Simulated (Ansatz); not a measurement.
CH4ClNOSi can be A, `O[Si]1(Cl)CN1`, or B, `O/C=N/[SiH2]Cl`.

Isolated molecules relaxed with PBE0-D4/def2-TZVP in Ansatz; ΔE leaves out vibrations. CCSD(T)/CBS adds triple-zeta CCSD(T) − MP2 to the extrapolated MP2 energy (def2 sets, frozen cores). Functionals use def2-TZVPP. B3LYP here is the variant with VWN-RPA as its local correlation; programs differ in this. One conformer a species, not always the lowest.

(1) Which is lower in electronic energy at CCSD(T)/CBS, and by how much? (Best estimate.)

(2) Give E(B) − E(A) in kcal/mol with B2PLYP, PBE-D4, B3LYP, HF/def2-TZVPP, r2SCAN-D4, B3LYP-D4, ωB97M-V. (Estimate.)

Largest T1 diagnostic: 0.013.

## Answers

(1) Ansatz gave: A, by 6.9 kcal/mol.

(2) Ansatz gave: B2PLYP 3.5, PBE-D4 4.1, B3LYP 1.8, HF/def2-TZVPP -1.9, r2SCAN-D4 5.5, B3LYP-D4 2.4, ωB97M-V 6.1. The order is the other way round with HF/def2-TZVPP.

In def2-TZVPP, CCSD(T) changes the Hartree–Fock value by +7.0 kcal/mol (the triples alone add −0.2 kcal/mol) and MP2 by +9.5 kcal/mol. From PBE to PBE0 (25 % exact exchange), in def2-TZVPP and without D4, E(B) − E(A) moves by +1.9 kcal/mol.
